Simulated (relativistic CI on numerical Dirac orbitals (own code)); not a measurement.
## Radial parameters of Yb XXXVII

These numbers are calculated, not measured: Dirac-Coulomb-Breit CI, KLI orbitals optimised for each configuration, model QED, unscaled Slater integrals (own radial code, finite nucleus).

Slater integrals F^k, G^k are unscaled and averaged over j, outside the closed core [Ar] 3d10; ζ comes from projecting the Hamiltonian with its Breit term on Σ l·s of the shell.

- 4s2 4p4: F^2(4p,4p) = 229230, ζ(4p) = 375660 cm⁻¹; <r>(4p) = 0.4458, <r^2>(4p) = 0.2248 (bohr units).
- 4s 4p5: G^1(4s,4p) = 299940, ζ(4p) = 375410 cm⁻¹; <r>(4s) = 0.4352, <r^2>(4s) = 0.2129, <r>(4p) = 0.4459, <r^2>(4p) = 0.2249 (bohr units).
- 4s2 4p3 4d: F^2(4p,4p) = 229180, ζ(4p) = 376210, F^2(4p,4d) = 225580, G^1(4p,4d) = 279250, G^3(4p,4d) = 179310, ζ(4d) = 47209 cm⁻¹; <r>(4p) = 0.4459, <r^2>(4p) = 0.2249, <r>(4d) = 0.4452, <r^2>(4d) = 0.2265 (bohr units).

Averages of the first 10 configurations, taken without configuration mixing, which lowers the lowest level and can move excited configurations by several eV; other configurations of the list can lie among them:

```csv
Configuration,Parity,States,Average energy above the lowest level (eV)
4s2 4p4,even,15,50.4
4s 4p5,odd,12,195.2
4s2 4p3 4d,odd,200,226.9
4p6,even,1,350.3
4s 4p4 4d,even,300,367.3
4s2 4p3 4f,even,280,399.8
4s 4p4 4f,odd,420,540.5
4p5 4d,odd,60,517.9
4s 4p3 4d2,odd,1800,542.2
4s2 4p2 4d 4f,odd,2100,576.9
```
